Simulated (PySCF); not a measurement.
# Löwdin shares of the frontier orbitals

Compound: H6O3Si3.
Numbering: `[O:1]1[SiH2:2][O:3][SiH2:4][O:5][SiH2:6]1` (hydrogens: H7, H8 on Si2; H9, H10 on Si4; H11, H12 on Si6)

Cartesian coordinates in Å at the GFN2-xTB level; atoms count from 1:
```xyz
12
H6O3Si3 angstrom
O     -1.5172    0.0230    0.1598
Si    -0.8390   -1.4380    0.3806
O      0.7687   -1.3116    0.1757
Si     1.6979   -0.0270   -0.1846
O      0.7517    1.2846   -0.3475
Si    -0.8573    1.4636   -0.2022
H     -1.3381   -2.3003   -0.6783
H     -1.0653   -1.8040    1.7693
H      2.5587    0.2084    0.9631
H      2.2894   -0.2834   -1.4875
H     -1.0886    2.3369    0.9366
H     -1.3597    1.8472   -1.5110
```

Method used: TDDFT wB97X-D/def2-SVPD, vertical, gas phase, core orbitals frozen in the response in PySCF.

Kohn–Sham orbitals with the atoms that hold most of them (Löwdin shares over 4%, at most four atoms; ? is withheld):

```csv
orbital,ε (eV),atoms
HOMO-3,-11.99,"O1 43%, O5 29%, O3 8%, Si4 6%"
HOMO-2,-11.14,"O3 27%, Si6 14%, H12 10%, H11 10%"
HOMO-1,-11.14,"O5 21%, O1 20%, Si2 12%, Si4 11%"
HOMO,-10.23,?
LUMO,1.73,?
LUMO+1,2.22,"Si6 16%, O1 16%, Si2 15%, Si4 9%"
LUMO+2,2.22,"Si4 18%, O3 14%, O5 12%, Si2 12%"
```

Give the leading atoms of the HOMO.

O5 (bonded to 2 Si) 11%; O1 (bonded to 2 Si) 11%; O3 (bonded to 2 Si) 11%; Si6 (bonded to 2 O and 2 H) 9%. By element: oxygen 33%, silicon 9% or more.

Give the leading atoms of the LUMO.

Si4 (bonded to 2 O and 2 H) 20%; Si2 (bonded to 2 O and 2 H) 20%; Si6 (bonded to 2 O and 2 H) 20%; O3 (bonded to 2 Si) 5%. By element: silicon 61%, oxygen 5% or more.

Within 0.005 eV of a neighbour in this list lie HOMO-2/HOMO-1 and LUMO+1/LUMO+2 (point group found: D3h); within a degenerate set the shares of single atoms can hang on how the components are chosen.

The HOMO–LUMO gap is 11.96 eV. Where does the response calculation put the lowest singlet, and from which orbitals?

S1 is at 7.58 eV (f = 0.064), 4.38 eV below the gap, made of HOMO→LUMO (85%). 

Next come S2 at 7.91 eV (f 0.0000), HOMO→LUMO+1/LUMO+2 (≥69%), HOMO-1→LUMO (10%); S3 at 7.92 eV (f 0.0000), HOMO→LUMO+1/LUMO+2 (≥69%), HOMO-2→LUMO (10%); S4 at 8.38 eV (f 0.0000), HOMO-1→LUMO (52%), HOMO→LUMO+6 (17%); S5 at 8.39 eV (f 0.0000), HOMO-2→LUMO (52%), HOMO→LUMO+7 (17%).

Orbitals of the list HOMO-3 to LUMO+2 that lie within 0.01 eV of each other are written together with a slash and their weights summed (≥ marks a lower bound); for degenerate orbitals outside that list single weights are arbitrary.

Löwdin shares depend on the basis, the more so with diffuse functions.

The run took 27 s of wall time on Arm Neoverse V2, one thread, shared host.
